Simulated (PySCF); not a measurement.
# Checking a proposed structure

A compound C3H11NOSi2 gives the data below (simulated from a calculation) and was assigned the structure `C=C(C)[Si@H](N)O[SiH3]`.

13C{1H} NMR (computed): δ 1.1 (CH2), -0.6 (CH), -0.7 (CH2).

1H NMR (400 MHz, computed): δ 5.21 (s, 3H), 4.66 (d, 1H), 0.65 (br s, 2H), 0.52 (m, 1H), 0.50 (m, 1H), 0.20 (m, 1H), -0.06 (m, 1H), -0.14 (m, 1H).

- geometry from GFN2-xTB
- shieldings: GIAO PBE0/pcSseg-1
- run in PySCF 2.14
- no solvent model, non-relativistic, one computed conformer, one averaged value for each set of equivalent atoms

δ = σ(ref) − σ, references computed at the same level: TMS for 1H (31.72 ppm), 13C (186.93 ppm).

**Question.** Compare with the shifts computed for the proposed structure, pairing carbons in order of shift.

**Answer.** Numbering as in the mapped SMILES `[CH2:1]=[C:2]([CH3:3])[Si@H:4]([NH2:5])[O:6][SiH3:7]`. Hydrogens are named by the atom that carries them.

```
atom  computed for proposal  given list  difference
  C2                  153.0         1.1      +151.9
  C1                  131.2        -0.6      +131.8
  C3                   23.7        -0.7       +24.4
```

The rms difference is 116.9 ppm and the largest +151.9 ppm at C2 (fully substituted alkene carbon). The carbon types in order of shift don't match either: C, CH2, CH3 for the proposal against CH2, CH, CH2 in the data. The proposal doesn't fit.

**Question.** Which isomer fits?

**Answer.** SMILES N[Si@@H](O[SiH3])C1CC1.

Carbon types of the structure: 1 × CH, 2 × CH2, leaving 6 H on heteroatoms. δC 1.1, -0.6, -0.7: three-membered-ring carbon; carbons of three-membered rings are unusually shielded. δH 5.21: hydrogen on a silicon bonded to O. δH 0.65: hydrogen on a nitrogen bonded to Si; labile proton, position sensitive to the medium. δH 0.52, 0.50, 0.20, -0.06, -0.14: hydrogen on a three-membered-ring carbon; cyclopropane-type protons are shielded by the ring.

This is the structure that produced the data.

The OH or NH signal is concentration- and solvent-dependent in practice; the value given is the gas-phase one. Shifts are as computed. Against solution values, carbons near 30 ppm lie about +3 ppm off and those near 130 ppm about +5 ppm. Of 1211 compounds with measured shifts, 218 miss one by over three times the rms of a fit or turn the order of signals round; such compounds aren't used in these exercises. No couplings were computed; multiplicities are counted from neighbouring protons, with m where these are inequivalent, close in shift, in a saturated or five-membered ring or joined by F or P, and br s for small geminal =CH2 splittings.
